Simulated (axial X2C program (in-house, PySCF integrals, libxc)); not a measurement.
## Outer orbitals of CsH at 2.475 Å, HF

Computed with an in-house all-electron X2C program for linear molecules (integrals from PySCF). Spin-free means the one-electron spin-free X2C Hamiltonian; two-component (2c) means X2C with spin–orbit coupling and atomic mean-field two-electron Coulomb and Gaunt terms, so the difference of the two also holds small scalar two-electron terms. Basis: Cs dyall-cv3z [15s15p9d4f1g], H dyall-v3z [6s2p1d] (cores contracted in-house); Gaussian nuclei, density fitting, unrestricted open shells. Masses: Cs 132.905 u, H 1.008 u.

The distance is close to the 2c PBE0 minimum; the highest filled and lowest empty levels are listed.

Spin-free orbitals, state M_S = 0, Λ = 0 (closed shell) (Löwdin shares):

```csv
symmetry,occupied,ε (eV),atomic character
σα,yes,-34.82,99% Cs s
π+α,yes,-17.88,100% Cs p
π-α,yes,-17.88,100% Cs p
σα,yes,-17.74,"97% Cs p, 2% H s"
σα,yes,-6.18,"66% H s, 12% Cs d, 12% Cs s"
σα,no,-0.09,"63% Cs s, 36% Cs p"
π-α,no,0.33,99% Cs p
π+α,no,0.33,99% Cs p
σα,no,0.65,"78% Cs p, 19% Cs s"
```

One partner of each degenerate Kramers or spin pair is listed.

Spinors with spin–orbit coupling (state Ω = 0):

```json
{"ω": "1/2", "occupied": "yes", "ε (eV)": "-34.81", "atomic character": "99% Cs s", "λ mixture": "100% σ"}
{"ω": "1/2", "occupied": "yes", "ε (eV)": "-19.04", "atomic character": "99% Cs p", "λ mixture": "70% π, 30% σ"}
{"ω": "3/2", "occupied": "yes", "ε (eV)": "-17.29", "atomic character": "100% Cs p", "λ mixture": "100% π"}
{"ω": "1/2", "occupied": "yes", "ε (eV)": "-17.21", "atomic character": "98% Cs p", "λ mixture": "70% σ, 30% π"}
{"ω": "1/2", "occupied": "yes", "ε (eV)": "-6.18", "atomic character": "66% H s, 12% Cs d, 12% Cs s", "λ mixture": "100% σ"}
{"ω": "1/2", "occupied": "no", "ε (eV)": "-0.09", "atomic character": "63% Cs s, 36% Cs p", "λ mixture": "100% σ"}
{"ω": "1/2", "occupied": "no", "ε (eV)": "0.33", "atomic character": "99% Cs p", "λ mixture": "100% π"}
{"ω": "3/2", "occupied": "no", "ε (eV)": "0.33", "atomic character": "99% Cs p", "λ mixture": "100% π"}
{"ω": "1/2", "occupied": "no", "ε (eV)": "0.65", "atomic character": "78% Cs p, 19% Cs s", "λ mixture": "100% σ"}
```

One partner of each degenerate Kramers or spin pair is listed.

Mulliken charges and populations of the two-component result (they depend on the basis, above all on diffuse functions):

Cs 0.62 e (s 10.17 p 24.03 d 20.17 f 0.01), H -0.62 e (s 1.62).

Occupations by symmetry block were frozen at the best pattern of an incomplete PBE0 search.
